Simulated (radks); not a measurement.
All-electron atom: Tl61+ in [Ar] 3d2.

All-electron calculation, scalar-relativistic Kohn-Sham, exchange-only LDA, spin-polarised, spherical densities, point nucleus; open shells are filled with parallel spins first (spin-orbit coupling, left out, can overturn this in heavy ions). Program: a radial shooting solver on a logarithmic mesh with Libxc functionals.

Energy parts (hartree):
| part | energy |
|---|---|
| total | -16339.9297 |
| kinetic | 18838.5410 |
| electron-nucleus | -36884.2452 |
| Hartree | 1903.2844 |
| exchange | -197.5100 |

Orbitals (lengths in bohr, moments of r in powers of bohr):
orbital  occ.  eigenvalue (hartree)       <r^4>  <1/r>
1s up       1             -3311.989   3.756e-07  99.47
1s down     1             -3311.975   3.756e-07  99.47
2s up       1             -723.4178  0.00005266  23.50
2s down     1             -722.9424  0.00005258  23.51
2p up       3             -645.8554  0.00004288  20.71
2p down     3             -645.4618  0.00004279  20.73
3s up       1             -278.0260    0.001530  9.256
3s down     1             -277.4777    0.001536  9.244
3p up       3             -255.4122    0.001591  8.456
3p down     3             -254.8644    0.001598  8.444
3d up       2             -235.9362    0.001081  7.952
3d down     0             -235.2544    0.001087  7.945

The highest occupied level is 3d up at -6420.2 eV. The density falls to 0.001 e/bohr^3 at r = 0.54 bohr. For comparison, the ionisation energy in NIST's Atomic Spectra Database is 6560 eV (theoretical). In exact Kohn-Sham theory the highest level is minus the ionisation energy, but local and semilocal functionals leave it too shallow, through self-interaction and a potential that decays too fast; potentials with the right tail come closer. Spin moment in Bohr magnetons: 2.
